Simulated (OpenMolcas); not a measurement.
## Mo3+ in a ligand field

Mo3+ with 4 ligands (water) in tetrahedral coordination (D2d) at 1.92 Å. Ligand basis ANO-RCC-VDZP.

```yaml
Program: OpenMolcas 26.06
Method: "SS-CASPT2, IPEA 0.25 Eh, imaginary shift 0.1 Eh (closed shells correlated: 4s 4p and the ligand valence shells)"
Basis: ANO-RCC-VDZP [6s5p3d1f]
Scalar_Hamiltonian: DKH2, point nucleus
Active_space: 3 electrons in 5 orbitals (4d)
State_averaging: 2S+1 = 4 even, 10 roots; 2S+1 = 2 even, 40 roots
Spin-orbit_coupling: RASSI with atomic mean-field integrals over the reference wave functions
```

The lowest spin-free states, above the lowest:

| State | Degeneracy | E (cm-1) |
| --- | --- | --- |
| 2S+1 = 2 | 1 | 0 |
| 2S+1 = 4 | 2 | 5910 |
| 2S+1 = 4 | 1 | 9200 |
| 2S+1 = 2 | 2 | 9210 |
| 2S+1 = 2 | 1 | 10010 |
| 2S+1 = 4 | 1 | 13450 |
| 2S+1 = 2 | 2 | 15160 |
| 2S+1 = 2 | 1 | 17310 |
| 2S+1 = 2 | 2 | 18030 |
| 2S+1 = 2 | 1 | 18310 |
| 2S+1 = 4 | 2 | 20150 |
| 2S+1 = 2 | 1 | 21470 |
| 2S+1 = 2 | 1 | 21510 |
| 2S+1 = 2 | 1 | 24960 |
| 2S+1 = 2 | 1 | 25100 |
| 2S+1 = 2 | 1 | 26200 |
| 2S+1 = 2 | 2 | 28610 |
| 2S+1 = 4 | 2 | 28640 |
| 2S+1 = 4 | 1 | 30050 |
| 2S+1 = 2 | 2 | 31370 |

The lowest levels with spin-orbit coupling:

```csv
E (cm-1),Degeneracy,2S+1,g
0,2,2,1.65 1.65 2.00
5590,2,4,2.24 2.24 3.62
5930,2,4,0.12 2.55 2.55
6110,2,4,0.05 0.05 3.15
6310,2,4,0.27 0.27 6.98
9160,2,2,0.47 0.47 1.02
9350,2,4,0.01 0.01 5.67
9430,2,4,1.84 3.85 3.85
9500,2,2,0.36 0.36 2.87
10320,2,2,1.60 1.75 1.75
13490,2,4 (88 %),0.01 0.01 5.41
13650,2,4,1.77 4.01 4.01
15380,2,2,0.23 0.23 0.57
15550,2,2 (90 %),0.06 0.06 3.07
17370,2,2,1.65 1.65 2.00
18010,2,2,0.49 0.49 0.82
18140,2,2,0.27 0.27 1.94
18550,2,2,0.86 1.96 1.96
20160,2,4 (83 %),2.81 2.81 3.71
20370,2,4,2.67 3.50 3.50
```

Electric-dipole absorption from the lowest level at this geometry, strongest bands:

| E (cm-1) | λ (nm) | f |
| --- | --- | --- |
| 13490 | 741 | 5.85e-05 |
| 15380 | 650 | 8.66e-04 |
| 15550 | 643 | 9.40e-04 |
| 17370 | 576 | 1.32e-03 |
| 18010 | 555 | 1.65e-03 |
| 18140 | 551 | 2.34e-03 |
| 18550 | 539 | 5.67e-04 |
| 25150 | 398 | 2.83e-04 |
| 28550 | 350 | 6.28e-05 |
| 28660 | 349 | 8.03e-05 |
| 31470 | 318 | 3.27e-04 |
| 31670 | 316 | 3.55e-04 |
| 32190 | 311 | 1.10e-03 |
| 34940 | 286 | 1.90e-04 |
| 34990 | 286 | 1.91e-04 |
| 55600 | 180 | 1.50e-04 |

Powder χT (cm3 K/mol): 0.295 at 2 K, 0.296 at 10 K, 0.303 at 50 K, 0.31 at 100 K, 0.325 at 200 K, 0.34 at 300 K. The effective moment at 300 K is 2.828 √(χT) = 1.65 μB.

The lowest level has 2S+1 = 2, for which the spin-only value is χT = S(S+1) / 2 = 0.375 cm3 K/mol (g = 2). The computed 0.340 at 300 K differs by -0.035, through orbital momentum, spin-orbit coupling and any other state in reach.

This shell can be high or low spin here, a state of another spin lies low, and with metal d orbitals alone active their balance is uncertain, so the ground spin may be wrong, although the usual error favours high spin. The least metal-like active orbital is 77 % on the metal (Löwdin) and no ligand orbital is active, so the numbers are rough. Ligand-to-metal charge-transfer states are missing. With no ligand orbital active B as a rule stays too high, so bands that hang on it stand too high and its fall with covalency is understated. With one d shell and no ligand orbital active, 10Dq can be off by a tenth or more. No measured value stands beside these numbers; the geometry was imposed, not optimised, and the real ion may take another.

A state without a sure symmetry label is named by its multiplicity alone.
